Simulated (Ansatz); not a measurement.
Reaction (formal exchange of groups at the Si–C bond): `N[SiH2]CO` + `[SbH3]` → `N[SiH2][SbH2]` + CH₃OH

Isolated molecules relaxed with PBE0-D4/def2-TZVP in Ansatz; ΔE leaves out vibrations. CCSD(T)/CBS is the MP2 limit (def2-TZVPP, def2-QZVPP) plus CCSD(T) − MP2 in def2-TZVPP, frozen cores. This one scheme is used for every species. Functionals use def2-TZVPP. Elements past krypton have def2 core potentials. For Sb outer-core shells are correlated without core-valence functions, which leaves a few kJ/mol of doubt a bond. Each species was taken in one conformer, which may not be the lowest.

```tsv
level	ΔE (kJ/mol)
revPBE-D4	-37.8
r2SCAN	-36.6
```

Task: What does CCSD(T)/CBS give? (An estimate is asked.)

Result: The calculation gave: -42.5 kJ/mol. The listed levels differ from it by 4.7, 5.9 kJ/mol.

Largest T1 diagnostic among the species: 0.014.

At CCSD(T), def2-SVP lies +10.3 kJ/mol from the extrapolated value and def2-TZVPP +7.6 kJ/mol. Leaving LDA and LC-ωPBE aside and taking each functional with its dispersion term where it has one, the values, not all of them listed here, spread over 13.4 kJ/mol, from HSE06-D4 to B97M-V. LDA lies +11.3 kJ/mol from PBE without D4.
